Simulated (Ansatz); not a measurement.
Process, species as SMILES: [SiH3]N[SiH2]O[SiH3] → [SiH2]N[SiH2]O[SiH3] + H atom (the H-Si bond at the site shown breaks; other sites are not compared here)
Structures are relaxed separately at B3LYP-D3(BJ)/def2-TZVP in Ansatz (an electronic-structure program), one conformer each, not searched for the lowest.

Quantity: bond dissociation energy (electronic energy difference), in kcal/mol. Correlated levels leave the core frozen unless marked. Open shells are spin-unrestricted. No spin-orbit coupling. No relativistic terms. CBS(X,Y): correlation extrapolated as X^-3; Hartree-Fock from the larger set.

Level to compare with: CCSD(T)/CBS(cc-pV(T+d)Z,cc-pV(Q+d)Z) (Ansatz), 96.4 kcal/mol. It is a level with limits of its own, and the differences hold the functionals' basis error too.

### Question
Rank these functionals by how close they come to CCSD(T)/CBS(cc-pV(T+d)Z,cc-pV(Q+d)Z), closest first: SVWN5/def2-TZVPD (Ansatz); wB97M-V/def2-TZVPD (Ansatz); PBE/def2-TZVPD (Ansatz).

### Answer
wB97M-V/def2-TZVPD (range-separated hybrid meta-GGA with VV10, 96.1 kcal/mol, difference -0.3), SVWN5/def2-TZVPD (LDA, 97.8 kcal/mol, difference 1.4), PBE/def2-TZVPD (GGA, 89.2 kcal/mol, difference -7.2)
